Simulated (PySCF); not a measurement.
Identify the unknown among the candidates.

All candidates are C4H11FOSi3.

* Dipole: 1.60 D [PBE0/pcSseg-1]
* NMR, other nuclei: isotropic shieldings of nuclei other than C and H, by class: -842 (1 O), 468 (1 F), 353 (1 Si), 392 (1 Si), 430 (1 Si) ppm [GIAO PBE0/pcSseg-1]
* Rotational structure: rotational constants A, B, C: 2.066, 0.493, 0.451 GHz [GFN2-xTB]
* 13C NMR: chemical shifts (computed TMS as zero) by class: 317.1 (1 C), 95.9 (1 C), -4.3 (1 C), -5.0 (1 C) ppm [GIAO PBE0/pcSseg-1]
* 1H NMR: chemical shifts (computed TMS as zero) by class: 5.60 (1 H), 5.58 (1 H), 5.06 (1 H), 4.21 (3 H), 0.46 (3 H), 0.37 (1 H), 0.34 (1 H) ppm [GIAO PBE0/pcSseg-1]

Gas-phase values; electronic properties from PySCF, density fitting. Levels stand in brackets. Isolated species at its GFN2-xTB geometry (one conformer only). Each NMR value is the plain mean over a class of atoms that symmetry, rotation or inversion makes alike.

Task: Which candidate is it?
A. `C=C(F)[Si]1(CC)[SiH2]O[SiH2]1`
B. `C=C[SiH2]/C(F)=C/[SiH2]O[SiH3]`
C. `C[Si@@H]1C[Si@@H](C(=O)[SiH3])[C@@H]1F`

Result: C. It is `C[Si@@H]1C[Si@@H](C(=O)[SiH3])[C@@H]1F`. Numbering: `[CH3:1][Si@@H:2]1[CH2:3][Si@@H:4]([C:5](=[O:6])[SiH3:7])[C@@H:8]1[F:9]`. Its formula, C4H11FOSi3, gives 2 degrees of unsaturation: 1 ring and 1 π bond in the structure found. 4 carbons fall into 4 classes; from least to most shielded: carbonyl carbon [C5] (317.1 ppm), sp3 C–F carbon [C8] (95.9 ppm), ring sp3 carbon bound to silicon [C3] (-4.3 ppm), Si-methyl carbon [C1] (-5.0 ppm). Hydrogen classes from least to most shielded: 1 H on an sp3 C–F carbon, C8 (5.60 ppm), 1 H on an SiH silicon, Si4 (5.58 ppm), 1 H on an SiH silicon, Si2 (5.06 ppm), 3 H on an SiH3 silicon, Si7 (4.21 ppm, a mean of values up to 0.8 ppm apart in this geometry), 3 H on an Si-methyl carbon, C1 (0.46 ppm), 1 H on an sp3 carbon bound to silicon, C3 (0.37 ppm), 1 H on an sp3 carbon bound to silicon, C3 (0.34 ppm). The other shieldings belong to: -842 ppm, carbonyl oxygen [O6]; 468 ppm, alkyl fluorine [F9]; 353 ppm, SiH silicon [Si2]; 392 ppm, SiH silicon [Si4]; 430 ppm, SiH3 silicon [Si7]. The optimised geometry has point group C1 and is an asymmetric top.

The others, at the same levels:
- `C=C(F)[Si]1(CC)[SiH2]O[SiH2]1` fails: its computed 13C shifts are 181.3 (1 C), 112.0 (1 C), 12.8 (1 C), 9.3 (1 C) ppm, 1H shifts are 5.98 (2 H), 5.89 (2 H), 5.74 (1 H), 4.99 (1 H), 1.26 (2 H), 1.19 (3 H) ppm and rotational constant A is 1.161 GHz (against 2.066 GHz).
- `C=C[SiH2]/C(F)=C/[SiH2]O[SiH3]` fails: its computed 13C shifts are 188.6 (1 C), 146.5 (1 C), 138.5 (1 C), 127.6 (1 C) ppm, 1H shifts are 6.56 (1 H), 6.45 (1 H), 6.38 (1 H), 5.69 (1 H), 5.58 (2 H), 5.14 (3 H), 4.61 (2 H) ppm and rotational constant A is 2.509 GHz (against 2.066 GHz).

Each candidate is one conformer, not necessarily the lowest. Dipoles, sizes and rotational constants follow the conformer. The torsions of the flexible species, by atom-mapped SMILES:
- `[CH3:1][Si@@H:2]1[CH2:3][Si@@H:4]([C:5](=[O:6])[SiH3:7])[C@@H:8]1[F:9]`: C3–Si4–C5–O6 38°
- `[CH2:1]=[C:2]([F:3])[Si:4]1([CH2:5][CH3:6])[SiH2:7][O:8][SiH2:9]1`: C1–C2–Si4–C5 7°, C2–Si4–C5–C6 71°
- `[CH2:1]=[CH:2][SiH2:3]/[C:4]([F:5])=[CH:6]/[SiH2:7][O:8][SiH3:9]`: C1–C2–Si3–C4 121°, C2–Si3–C4–F5 -61°, C4–C6–Si7–O8 -175°, C6–Si7–O8–Si9 6°
